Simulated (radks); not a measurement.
Results of a calculation; reference values are marked as such.
Valence configurations of Te I (all share [Kr]). Level of theory: scalar-relativistic Kohn-Sham, BLYP, spin-polarised, spherical densities, point nucleus; open shells are filled with parallel spins first (spin-orbit coupling, left out, can overturn this in heavy ions) (a radial shooting solver on a logarithmic mesh with Libxc functionals). Energies are relative to 4d10 5s2 5p4; eigenvalues in eV for spin up.

valence           E (eV)  moment (Bohr magnetons)    e(4d)   e(5p)    e(5s)
4d10 5s2 5p4       0.000                        2  -41.405  -6.208  -15.407
4d10 5s1 5p5       9.245                        2  -42.831  -6.797  -16.290
4d8 5s2 5p6       81.100                        2  -54.804  -7.969  -18.783
4d9 5s2 5p5       38.299                        2  -48.121  -7.123  -17.158
4d9.5 5s2 5p4.5   18.582                        2  -44.769  -6.677  -16.301
4d10 5s1.5 5p4.5   4.605                        2  -42.124  -6.506  -15.854
4d8.5 5s2 5p5.5   59.141                        2  -51.465  -7.552  -17.983

NIST lists [Kr] 4d10 5s2 5p4 as the ground configuration; this level of theory agrees among the configurations tried. The energies are those of spherical high-spin densities, not of single terms.
